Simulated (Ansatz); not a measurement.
# One elementary step

Start structure (CH8AsGa, closed shell), relaxed at PBE0-D4/def2-TZVP:

Ga1  (-0.886, 0.505, 0.286)
C2  (0.330, 1.622, -0.796)
H3  (-1.982, -0.381, -0.414)
H4  (-0.911, 0.654, 1.854)
H5  (1.033, -0.876, 0.237)
As6  (0.956, -2.353, 0.641)
H7  (1.251, 1.867, -0.263)
H8  (0.580, 1.151, -1.748)
H9  (-0.180, 2.565, -1.021)
H10  (-0.059, -2.665, -0.447)
H11  (-0.132, -2.090, 1.671)
(Å)

The step: CH₅Ga ([CH3][GaH2]) + AsH₃ → GaAsH₄ ([GaH2][AsH2]) + CH₄; bonds formed: Ga1–As6, C2–H5; bonds broken: Ga1–C2, H5–As6. Ansatz 0.2.0; basis: def2-TZVPP and def2-QZVPP; cores frozen in the correlated methods. Filled d shells of the heavier atoms are correlated. The def2 sets are not built for correlating such inner shells, so the correlated values are less sure here. Extrapolation: Hartree–Fock as exp(−7.88 √X), correlation as X^−2.97. Energies below are by CCSD(T) at an estimated basis limit (MP2 extrapolated from triple and quadruple zeta, plus CCSD(T) − MP2 in triple zeta).

What are the electronic barrier and the energy of the step, from the start structure to the end structure? (Judge from chemistry; the value comes from the calculation.)

By the calculation: Barrier 112.3 kJ/mol; step energy -73.3 kJ/mol (downhill); reverse barrier, their difference, 185.6 kJ/mol. Barrier and step energy count from the start structure, the reverse barrier from the end structure.

The saddle point: One imaginary mode of 1217i cm⁻¹.
```
   pair  start (Å)  saddle (Å)  end (Å)
Ga1–As6       3.42        2.76     2.42
  C2–H5       2.79        1.52     1.09
 Ga1–C2       1.97        2.16     3.18
 H5–As6       1.53        1.88     3.21
```

Zero-point energy (harmonic, PBE0-D4): ZPE is 189.0 kJ/mol at the start and 187.0 kJ/mol at the saddle, so the barrier goes from 112.3 to 110.3 kJ/mol.

No T1 diagnostic of these runs exceeds 0.013. The end structure is not quite a true minimum (one mode of 51i cm⁻¹).

Labels in which every atom is bracketed show which atoms are joined, not bond orders.

For scale, one of the runs: CCSD(T)/def2-TZVPP, 239 basis functions, launched by `ansatz run in.yaml --threads 8 --pin off --events-out ev --progress --plain --max-ram 19148MiB`. Time: 120 s of wall clock on 8 CPU threads of an Arm Neoverse V1; the host was shared. Peak host memory: 4.5 GiB.
